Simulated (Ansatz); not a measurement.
Input file for C$_{2}$H$_{6}$BS, SMILES `[CH2]B(C)S` radical:

```yaml
crystal:
  periodic: [false, false, false]
  atoms:
    - {symbol: C, position_ang: [-1.347588, 0.728207, -0.615704]}
    - {symbol: B, position_ang: [0.025795, 0.124321, -0.335581]}
    - {symbol: C, position_ang: [0.391966, -0.530247, 1.042830]}
    - {symbol: S, position_ang: [1.179018, 0.205821, -1.720248]}
    - {symbol: H, position_ang: [-2.134387, 0.746735, 0.133882]}
    - {symbol: H, position_ang: [-1.625642, 1.172745, -1.567160]}
    - {symbol: H, position_ang: [-0.198291, -1.444619, 1.177909]}
    - {symbol: H, position_ang: [0.112114, 0.129917, 1.870375]}
    - {symbol: H, position_ang: [1.443688, -0.796528, 1.159168]}
    - {symbol: H, position_ang: [2.236429, -0.387452, -1.142573]}
basis:
  gaussian: {orbitals: def2-SVP}
magnetization: {spin_polarized: true, initial_magnetization: 1}
correlation: {method: ccsd_t}
scf: {omitted_lower_state_checks: [cluster_reference]}
```

```sh
$ ansatz run in.yaml --threads 4 --pin off --events-out ev --progress --plain
```

The program prints (abridged):

```
Functional definition: HF
909 factors; integrals over basis functions are off by at most 1.4e-3 eV
mean field evaluation 1: about -13636.6735 eV, gradient 2.0e1 eV
mean field evaluation 2: about -13636.7513 eV, gradient 2.0e1 eV
mean field evaluation 4: about -13639.7339 eV, gradient 2.4e0 eV
mean field evaluation 8: about -13639.8300 eV, gradient 1.9e-1 eV
mean field evaluation 16: about -13639.8313 eV, gradient 2.4e-6 eV
mean field -13639.83133777 eV, -501.2545562534 hartree, gradient 2.4e-6 eV, S^2 0.759563; 0 other end points of the search recorded, 0 dependent functions left out
8 core orbitals not correlated: weight in the atoms' cores, before any rotation towards them, 1.000 or more for the frozen orbitals, at most 0.000 for the correlated occupied ones
reference -13639.83133777 eV, -501.2545562534 hartree; 12, 11 occupied and 70, 71 virtual orbitals, 909 factors
second order -12.90127658 eV of doubles, -0.00000000 eV of singles
cycle   1  -14.00041458 eV  change    -1.1e0 eV  update   8.4e-2
cycle   2  -14.39120970 eV  change   -3.9e-1 eV  update   2.7e-2
cycle   3  -14.46037614 eV  change   -6.9e-2 eV  update   1.6e-2
cycle   4  -14.46116489 eV  change   -7.9e-4 eV  update   7.6e-3
cycle   5  -14.46035471 eV  change    8.1e-4 eV  update   4.0e-3
cycle   6  -14.46114326 eV  change   -7.9e-4 eV  update   1.6e-3
cycle   7  -14.46150782 eV  change   -3.6e-4 eV  update   6.7e-4
cycle   8  -14.46156440 eV  change   -5.7e-5 eV  update   1.9e-4
cycle   9  -14.46156037 eV  change    4.0e-6 eV  update   6.9e-5
cycle  10  -14.46155694 eV  change    3.4e-6 eV  update   1.8e-5
perturbative correction -0.42898346 eV, -0.0157648512 hartree
Total energy: -13654.72187817 eV, -501.8017735199 hartree
Checks for a lower state left out: cluster_reference
```

Hardware: 4 threads of a server CPU on a shared host. Wall time 5.5 s, peak host memory 0.63 GiB.

The correlation energy is -14.891 eV, 2.9 % of it from (T); the T1 diagnostic reads 0.0157.
